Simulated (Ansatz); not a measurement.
One geometry of `[CH3][GeH]1[CH]=[C]1O`, several functionals.

```yaml
crystal:
  periodic: [false, false, false]
  atoms:
    - {symbol: C, position_ang: [-1.765020, 0.526763, 0.755345]}
    - {symbol: Ge, position_ang: [0.078542, 0.787613, 0.184908]}
    - {symbol: C, position_ang: [1.400012, -0.592601, 0.361043]}
    - {symbol: C, position_ang: [0.985553, -0.485550, -0.897566]}
    - {symbol: O, position_ang: [1.216370, -1.054789, -2.084161]}
    - {symbol: H, position_ang: [-1.999033, -0.537459, 0.739672]}
    - {symbol: H, position_ang: [-2.447439, 1.054970, 0.087842]}
    - {symbol: H, position_ang: [-1.903405, 0.909681, 1.767715]}
    - {symbol: H, position_ang: [0.510630, 2.264516, 0.148605]}
    - {symbol: H, position_ang: [2.102209, -1.187104, 0.933774]}
    - {symbol: H, position_ang: [1.886976, -1.743141, -1.976580]}
basis:
  gaussian: {orbitals: def2-TZVPP}
hamiltonian: {xc: {name: B2PLYP}}
```

```sh
$ ansatz run in.yaml --threads 4 --pin off --events-out ev --progress --plain --max-ram 10444MiB
```

Output, abridged:

```
Functional definition: B2PLYP
  name "B2PLYP"
  cite "Grimme, J. Chem. Phys. 124, 034108 (2006) doi:10.1063/1.2148954"
  cite "Becke, Phys. Rev. A 38, 3098 (1988) doi:10.1103/PhysRevA.38.3098"
  cite "Lee, Yang & Parr, Phys. Rev. B 37, 785 (1988) doi:10.1103/PhysRevB.37.785"
  parameter a = 0.53
  parameter c = 0.27
  exchange = (1 - a)*b88_x + a*exact_x
  correlation = (1 - c)*lyp_c + c*(mp2_os + mp2_ss)
1556 factors; integrals over basis functions are off by at most 1.1e-3 eV
mean field evaluation 1: about -61742.9528 eV, gradient 6.1e1 eV
mean field evaluation 2: about -61743.1034 eV, gradient 6.0e1 eV
mean field evaluation 4: about -61750.7698 eV, gradient 5.8e0 eV
mean field evaluation 8: about -61750.8397 eV, gradient 6.2e-1 eV
mean field evaluation 16: about -61750.8406 eV, gradient 4.6e-4 eV
mean field -61750.84058976 eV, -2269.3015354507 hartree, gradient 3.8e-6 eV, S^2 0.000000; 0 other end points of the search recorded, 0 dependent functions left out
13 core orbitals not correlated: weight in the atoms' cores, before any rotation towards them, 1.000 or more for the frozen orbitals, at most 0.000 for the correlated occupied ones
reference -61750.84077027 eV, -2269.3015420842 hartree; 19, 19 occupied and 224, 224 virtual orbitals, 1556 factors
second order -32.73617908 eV of doubles, -0.00000000 eV of singles
Total energy: -61759.67953862 eV, -2269.6263608299 hartree
```

It took 6.5 s on 4 threads of an Arm Neoverse V1 on a shared host, with 0.7 GiB of host memory at the peak.

Changing it to `hamiltonian: {xc: r2scan, dispersion: d4}` and forces (abridged; 5.5 s):

```
Functional definition: r2SCAN
mean field evaluation 16: about -61770.8330 eV, gradient 8.2e-3 eV
mean field -61770.83300987 eV, -2270.0362433382 hartree, gradient 4.3e-5 eV, S^2 0.000000
Total energy: -61770.88670979 eV, -2270.0382167740 hartree
Atom 0 force    -0.055547    -0.011818     0.019813 eV/Å
Atom 1 force    -0.032501     0.128931    -0.007318 eV/Å
Atom 2 force     0.096430    -0.066751     0.155352 eV/Å
Atom 3 force    -0.065814     0.104084     0.117982 eV/Å
Atom 4 force    -0.009548    -0.072573    -0.313881 eV/Å
Atom 5 force     0.001686     0.022975     0.001557 eV/Å
Atom 6 force     0.013480    -0.010734     0.017121 eV/Å
Atom 7 force    -0.000679    -0.008710    -0.021525 eV/Å
Atom 8 force    -0.005836    -0.031933     0.002747 eV/Å
Atom 9 force     0.006020    -0.001778     0.006959 eV/Å
Atom 10 force     0.052309    -0.051692     0.021194 eV/Å
Dipole moment:     0.013245    -0.171643     0.136277 e Å
```
